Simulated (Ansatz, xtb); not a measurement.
ClGeH2Si: where a starting geometry ends

The starting geometry of this gas-phase doublet has its atoms placed at random.

```xyz
5

Cl    0.5915   -0.8086   -0.9196
Ge   -1.3228   -1.4140   -0.0294
Si    0.2943    0.4483    0.6249
H    -1.1669    0.2213   -1.4256
H     0.2965   -0.1983    1.9897
```

Question: One run relaxed it with r2SCAN-D4/def2-SVP. What is a likely outcome?

Answer: It ends as a structure with Cl1 bridging Ge2 and Si3, given below by its coordinates. Distances that change by over a tenth: Cl1–Ge2 (2.20 → 2.59 Å), Cl1–Si3 (2.01 → 2.23 Å). Contacts that close: Ge2–H4 (2.16 → 1.59 Å).

The energy falls by 3.85 eV over 13 steps:

```json
{"step": "1", "E − E(last) (eV)": "3.847"}
{"step": "2", "E − E(last) (eV)": "2.292"}
{"step": "4", "E − E(last) (eV)": "0.784"}
{"step": "5", "E − E(last) (eV)": "0.433"}
{"step": "6", "E − E(last) (eV)": "0.141"}
{"step": "8", "E − E(last) (eV)": "0.009"}
{"step": "9", "E − E(last) (eV)": "0.009"}
{"step": "10", "E − E(last) (eV)": "0.006"}
{"step": "12", "E − E(last) (eV)": "0.000"}
{"step": "13", "E − E(last) (eV)": "0.000"}
```

Final geometry (Å):

```xyz
5

Cl    1.0379   -1.0067   -0.7065
Ge   -1.5276   -0.9882   -0.3378
Si    0.1168    0.3832    0.7798
H    -1.6643    0.0435   -1.5365
H     0.7299   -0.1829    2.0410
```

From the same start GFN2-xTB reaches the same bonding as this run.

From so rough a start the end depends on the optimiser's path, so another program may land elsewhere. No frequencies were run, so the end isn't proven a minimum. Open shells are spin-unrestricted. Run with Ansatz 0.2.0, 3.3 min on 1 thread of Intel(R) Xeon(R) Processor @ 2.50GHz (Skylake/Cascade Lake), with other jobs on the host.
